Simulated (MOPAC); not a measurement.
A run for MOPAC: PM6 on C2H7BO (SMILES CBOC), a point of a torsion scan.

```
PM6 1SCF PRECISE CHARGE=0 THREADS=1
C2H7BO

C     -1.43367488 1     0.38742433 1     0.12828916 1
B     -0.48447890 1    -0.86605914 1    -0.12281268 1
O      0.59656171 1    -1.20992752 1     0.56490119 1
C      1.15888658 1    -0.55375303 1     1.67235397 1
H     -1.15013284 1     1.02486511 1     0.96242992 1
H     -2.45336236 1     0.05134087 1     0.30658876 1
H     -1.47084424 1     1.01145709 1    -0.76263495 1
H     -0.72227254 1    -1.60639179 1    -1.00601860 1
H      1.11755717 1    -1.22552120 1     2.53333803 1
H      0.64111300 1     0.37559517 1     1.91731249 1
H      2.20529917 1    -0.33400943 1     1.44743553 1
```

Program output:

```
*******************************************************************************
 **                                                                           **
 **                              MOPAC v23.2.5                                **
 **                                                                           **
 *******************************************************************************
 ** MOPAC's Digital Object Identifier: https://doi.org/10.5281/zenodo.6511958 **
 **                                                                           **
 ** Please cite the open-source release paper for use of this MOPAC version:  **
 ** J. E. Moussa and J. J. P. Stewart (2026)                                  **
 ** MOPAC: An open-source semiempirical molecular orbital program             **
 ** J. Open Source Softw., 11(119), 8025, https://doi.org/10.21105/joss.08025 **
 *******************************************************************************

                              PM6 CALCULATION RESULTS

 *******************************************************************************
 *  PM6        - The PM6 Hamiltonian to be used
 *
 *
 *
 *                 CHARGE ON SYSTEM = 0
 *
 *
 *
 *  PRECISE    - TIGHTER CRITERIA TO BE USED
 *  1SCF       - DO 1 SCF AND THEN STOP
 *  THREADS=1  - MULTI-THREADING NOT USED
 *  T=         - A TIME OF 172800.0 SECONDS REQUESTED
 *  DUMP=N     - RESTART FILE WRITTEN EVERY 7200.0 SECONDS REQUESTED
 *******************************************************************************
PM6 1SCF PRECISE CHARGE=0 THREADS=1
 C2H7BO

   ATOM   CHEMICAL          X               Y               Z
  NUMBER   SYMBOL      (ANGSTROMS)     (ANGSTROMS)     (ANGSTROMS)

     1       C         -1.43367488  *   0.38742433  *   0.12828916  *
     2       B         -0.48447890  *  -0.86605914  *  -0.12281268  *
     3       O          0.59656171  *  -1.20992752  *   0.56490119  *
     4       C          1.15888658  *  -0.55375303  *   1.67235397  *
     5       H         -1.15013284  *   1.02486511  *   0.96242992  *
     6       H         -2.45336236  *   0.05134087  *   0.30658876  *
     7       H         -1.47084424  *   1.01145709  *  -0.76263495  *
     8       H         -0.72227254  *  -1.60639179  *  -1.00601860  *
     9       H          1.11755717  *  -1.22552120  *   2.53333803  *
    10       H          0.64111300  *   0.37559517  *   1.91731249  *
    11       H          2.20529917  *  -0.33400943  *   1.44743553  *



          CARTESIAN COORDINATES

    NO.       ATOM           X           Y           Z

     1         C         -1.4337      0.3874      0.1283
     2         B         -0.4845     -0.8661     -0.1228
     3         O          0.5966     -1.2099      0.5649
     4         C          1.1589     -0.5538      1.6724
     5         H         -1.1501      1.0249      0.9624
     6         H         -2.4534      0.0513      0.3066
     7         H         -1.4708      1.0115     -0.7626
     8         H         -0.7223     -1.6064     -1.0060
     9         H          1.1176     -1.2255      2.5333
    10         H          0.6411      0.3756      1.9173
    11         H          2.2053     -0.3340      1.4474

 General Reference for PM6:
 "Optimization of Parameters for Semiempirical Methods V: Modification of NDDO Approximations
 and Application to 70 Elements", J. J. P. Stewart, J. Mol. Mod., 13, 1173-1213 (2007)
 URL: https://link.springer.com/article/10.1007/s00894-007-0233-4

           Empirical Formula: C2 H7 O B  =    11 atoms



      MOLECULAR POINT GROUP   :   Cs


      RHF CALCULATION, NO. OF DOUBLY OCCUPIED LEVELS = 12


 -------------------------------------------------------------------------------
 PM6 1SCF PRECISE CHARGE=0 THREADS=1
 C2H7BO



     1SCF WAS SPECIFIED, SO BFGS WAS NOT USED
     SCF FIELD WAS ACHIEVED


                              PM6 CALCULATION
                                                       MOPAC v23.2.5 Linux




          FINAL HEAT OF FORMATION =        -75.65121 KCAL/MOL =    -316.52467 KJ/MOL


          COSMO AREA              =        106.94 SQUARE ANGSTROMS
          COSMO VOLUME            =         90.24 CUBIC ANGSTROMS

          IONIZATION POTENTIAL    =         10.381262 EV
          HOMO LUMO ENERGIES (EV) =        -10.381  1.379
          NO. OF FILLED LEVELS    =         12
          MOLECULAR WEIGHT        =         57.8867         POINT GROUP:  Cs

          MOLECULAR DIMENSIONS (Angstroms)

            Atom       Atom       Distance
            H    11    H     6     4.81177
            H     5    H     8     3.31003
            H     7    H     9     3.24800


          SCF CALCULATIONS        =          1





   ATOM   CHEMICAL          X               Y               Z
  NUMBER   SYMBOL      (ANGSTROMS)     (ANGSTROMS)     (ANGSTROMS)

     1       C         -1.43367488  *   0.38742433  *   0.12828916  *
     2       B         -0.48447890  *  -0.86605914  *  -0.12281268  *
     3       O          0.59656171  *  -1.20992752  *   0.56490119  *
     4       C          1.15888658  *  -0.55375303  *   1.67235397  *
     5       H         -1.15013284  *   1.02486511  *   0.96242992  *
     6       H         -2.45336236  *   0.05134087  *   0.30658876  *
     7       H         -1.47084424  *   1.01145709  *  -0.76263495  *
     8       H         -0.72227254  *  -1.60639179  *  -1.00601860  *
     9       H          1.11755717  *  -1.22552120  *   2.53333803  *
    10       H          0.64111300  *   0.37559517  *   1.91731249  *
    11       H          2.20529917  *  -0.33400943  *   1.44743553  *

                             CARTESIAN COORDINATES

   1    C       -1.433674880     0.387424330     0.128289160
   2    B       -0.484478900    -0.866059140    -0.122812680
   3    O        0.596561710    -1.209927520     0.564901190
   4    C        1.158886580    -0.553753030     1.672353970
   5    H       -1.150132840     1.024865110     0.962429920
   6    H       -2.453362360     0.051340870     0.306588760
   7    H       -1.470844240     1.011457090    -0.762634950
   8    H       -0.722272540    -1.606391790    -1.006018600
   9    H        1.117557170    -1.225521200     2.533338030
  10    H        0.641113000     0.375595170     1.917312490
  11    H        2.205299170    -0.334009430     1.447435530


           Empirical Formula: C2 H7 O B  =    11 atoms



      MOLECULAR POINT GROUP   :   Cs


                  EIGENVALUES
 -30.63220 -25.57891 -24.50096 -18.91154 -16.20133 -16.10473 -14.53639 -13.50840
 -13.07649 -12.09194 -11.60730 -10.38126   1.37861   2.10689   3.03435   4.91200
   5.22917   5.31786   5.80778   5.92687   6.14652   6.32641   7.33578


              NET ATOMIC CHARGES AND DIPOLE CONTRIBUTIONS

  ATOM NO.   TYPE          CHARGE      No. of ELECS.   s-Pop       p-Pop
    1          C          -0.622067        4.6221     1.09586     3.52621
    2          B           0.205622        2.7944     1.04023     1.75415
    3          O          -0.376010        6.3760     1.72195     4.65406
    4          C          -0.169715        4.1697     1.08707     3.08265
    5          H           0.146787        0.8532     0.85321
    6          H           0.163855        0.8361     0.83615
    7          H           0.163787        0.8362     0.83621
    8          H           0.071914        0.9281     0.92809
    9          H           0.141786        0.8582     0.85821
   10          H           0.130719        0.8693     0.86928
   11          H           0.143321        0.8567     0.85668
 DIPOLE           X         Y         Z       TOTAL
 POINT-CHG.     0.316     0.799     1.010     1.326
 HYBRID        -0.034     0.413     0.341     0.537
 SUM            0.282     1.211     1.351     1.836


          ATOMIC ORBITAL ELECTRON POPULATIONS

     Atom    s        px        py        pz
    1  C   1.09586   1.17850   1.17547   1.17224
    2  B   1.04023   0.52072   0.64294   0.59048
    3  O   1.72195   1.55485   1.65194   1.44728
    4  C   1.08707   1.08217   1.07652   0.92396
    5  H   0.85321
    6  H   0.83615
    7  H   0.83621
    8  H   0.92809
    9  H   0.85821
   10  H   0.86928
   11  H   0.85668

 **********************
 *                    *
 * JOB ENDED NORMALLY *
 *                    *
 **********************




 == MOPAC DONE ==
```

The run finished.

Cost: roughly 0.020 core-seconds.
